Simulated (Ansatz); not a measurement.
GaH$_{3}$O$_{2}$S (`[OH][Ga]([OH])[SH]`), relaxed with RKS PBE0-D4/def2-TZVP in the Gaussian-basis code of Ansatz from a GFN2-xTB geometry. The force threshold is 0.005 eV/Å; the program also tests the step.

The species carries charge 0 and has multiplicity 1.

Start:

```xyz
7

O    -1.017    1.369   -0.726
Ga   -0.108    0.062   -0.008
O     1.507   -0.192   -0.619
S    -0.758   -1.319    1.588
H    -1.901    1.631   -0.477
H     1.854    0.370   -1.311
H     0.423   -1.920    1.553
```

Q: How much energy does the relaxation release, and in how many steps? (An estimate is asked.)

A: Computed: 1.71 kcal/mol, in 6 steps.

Q: Which bonds change most? (Best estimate.)

A: The calculation gave: O1–Ga2 from 1.746 to 1.779 Å; Ga2–O3 from 1.745 to 1.775 Å; Ga2–S4 from 2.209 to 2.185 Å; S4–H7 from 1.326 to 1.345 Å.

Q: Give the relaxed structure. (Best estimate.)

A: The calculation gave: 
```xyz
7

O    -0.995    1.389   -0.747
Ga   -0.059    0.060   -0.023
O     1.582   -0.196   -0.653
S    -0.807   -1.244    1.562
H    -1.877    1.503   -0.388
H     1.813    0.428   -1.345
H     0.343   -1.940    1.594
```
